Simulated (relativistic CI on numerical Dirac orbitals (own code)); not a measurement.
## Mg⁹⁺: sensitivity of the levels to the model

Base calculation: Dirac-Coulomb-Breit CI, orbitals from a KLI potential per configuration, model QED (radiative potential, 1s self-energy scaled to tabulated hydrogen-like ionisation energies), unscaled Slater integrals.

CI space (outside the closed core 1s2): 2s, 2p, 3s, 3p, 3d, 4s, 4p, 4f, 4d, 5s, 5p, 5f, 5g, 5d, 6s, 6p, 6d. Levels of other configurations are missing.

Variants: (1) configuration mixing switched off; (2) QED terms removed. Shifts of the energy above 2s 2S_1/2, in cm⁻¹, for the lowest level and the first level of each name with at least 55 % of one term (blank where a level changes its place among those of its configuration and J or its character, or is not in the variant):

| Level | Base | Δ(1) | Δ(2) |
| --- | --- | --- | --- |
| 2s 2S_1/2 | 0 | 0 | 0 |
| 2p 2P°_1/2 | 161017 | +3 | +247 |
| 2p 2P°_3/2 | 164957 | +1 | +236 |
| 3s 2S_1/2 | 1681810 | 0 | +160 |
| 3p 2P°_1/2 | 1726024 | +1 | +232 |
| 3p 2P°_3/2 | 1727175 | +1 | +228 |
| 3d 2D_3/2 | 1742345 | 0 | +225 |
| 3d 2D_5/2 | 1742705 | 0 | +223 |
| 4s 2S_1/2 | 2251339 | 0 | +197 |
| 4p 2P°_1/2 | 2269470 | -1 | +227 |
| 4p 2P°_3/2 | 2269953 | -1 | +226 |
| 4d 2D_3/2 | 2276255 | 0 | +224 |
| 4d 2D_5/2 | 2276406 | 0 | +224 |
| 4f 2F°_5/2 | 2276670 | 0 | +223 |
| 4f 2F°_7/2 | 2276747 | 0 | +223 |
| 5s 2S_1/2 | 2510798 | 0 | +210 |
| 5p 2P°_1/2 | 2519946 | -1 | +225 |
| 5p 2P°_3/2 | 2520193 | -1 | +225 |
| 5d 2D_3/2 | 2523398 | 0 | +224 |
| 5d 2D_5/2 | 2523475 | 0 | +223 |
| 5f 2F°_5/2 | 2523621 | 0 | +223 |
| 5f 2F°_7/2 | 2523661 | 0 | +223 |

At this charge energies of transitions that change n are usually good to better than 1 %, and those within a shell (Δn = 0) to a few per cent.

Ionisation energy from the two ground configurations alone: base 367.322 eV. The NIST ASD value (theoretical) is 367.489 eV.
